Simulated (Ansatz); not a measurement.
Stretching the In1–I4 bond in H2IIn (SMILES [InH2][I]) (multiplicity 1 held, fragments rigid). Energies count from the point at 2.700 Å.
Geometry at that point (charge 0, multiplicity 1):
```xyz
4

In    -0.72639    -1.13552     0.19956
H     -0.06962    -2.17410     1.39445
H     -2.11915    -1.24747    -0.79314
I      0.71286     1.11438    -0.19584
```

R- and RO- levels are restricted; in cc, def2 and unpolarised 6-31G sets they are followed outwards from rest. U- levels take the lowest unrestricted solution at each point, which mixes spins at long bonds. Curves can end on different states.

Run with Ansatz (Gaussian basis) for Hartree–Fock, density functionals and correlated methods. Values without a source in brackets are computed. In def2 rows elements past Kr take small-core potentials, without spin–orbit coupling.

One of these levels gives 3.134 eV for the energy at R = 8.640 Å. Name it.
(A) U-B3LYP/def2-TZVPP
(B) R-wB97X-V/def2-TZVPP
(C) R-PBE/def2-TZVPP
(D) U-HF/def2-TZVPP

A, U-B3LYP/def2-TZVPP. The others give 2.559 (U-HF/def2-TZVPP), 3.446 (R-PBE/def2-TZVPP), 5.237 (R-wB97X-V/def2-TZVPP)

Doubts at one or more of the structures used: a spin-contaminated determinant (U-HF/def2-TZVPP, U-B3LYP/def2-TZVPP); a restricted determinant that unrestricted orbitals would lower (R-PBE/def2-TZVPP, R-wB97X-V/def2-TZVPP).

Ansatz is a first-principles code.
